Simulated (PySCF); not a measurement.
## Cost of excited-state runs on SMILES CB(C)c1cnccn1, C₆H₉BN₂

Geometry:
| atom | x (Å) | y (Å) | z (Å) |
| --- | --- | --- | --- |
| C1 | -2.017 | -1.217 | 0.522 |
| B2 | -1.204 | -0.004 | -0.063 |
| C3 | -1.898 | 1.120 | -0.899 |
| C4 | 0.374 | 0.040 | 0.086 |
| C5 | 1.123 | -1.040 | 0.585 |
| N6 | 2.449 | -1.027 | 0.695 |
| C7 | 3.055 | 0.091 | 0.314 |
| C8 | 2.338 | 1.185 | -0.181 |
| N9 | 1.020 | 1.160 | -0.300 |
| H10 | -3.083 | -0.993 | 0.675 |
| H11 | -1.974 | -2.025 | -0.235 |
| H12 | -1.605 | -1.647 | 1.447 |
| H13 | -2.919 | 1.358 | -0.566 |
| H14 | -1.287 | 2.030 | -0.984 |
| H15 | -1.998 | 0.715 | -1.926 |
| H16 | 0.618 | -1.958 | 0.905 |
| H17 | 4.148 | 0.129 | 0.399 |
| H18 | 2.858 | 2.100 | -0.487 |

PySCF with density fitting, on 1 thread of an Arm Neoverse V1, shared host. Command: `OMP_NUM_THREADS=1 python excited_run.py task.json out`

Q: How long does each of these runs take, and how much memory?
- first hyperpolarisability, CAM-B3LYP/aug-cc-pVDZ; usual settings
- excited states, CAM-B3LYP/aug-cc-pVDZ; Tamm-Dancoff; spin-orbit couplings; 6 states; 5 triplets; quadratic response for 4 states
- excited states, CAM-B3LYP/aug-cc-pVDZ; two-photon moments; 8 states; quadratic response for 6 states; 0 triplets

A: 
```
                      run                  level  basis functions  wall time  peak memory (GiB)
first hyperpolarisability  CAM-B3LYP/aug-cc-pVDZ              288       79 s                1.2
           excited states  CAM-B3LYP/aug-cc-pVDZ              288       83 s                1.2
           excited states  CAM-B3LYP/aug-cc-pVDZ              288      110 s                1.2
```
Times from a shared host are rough.
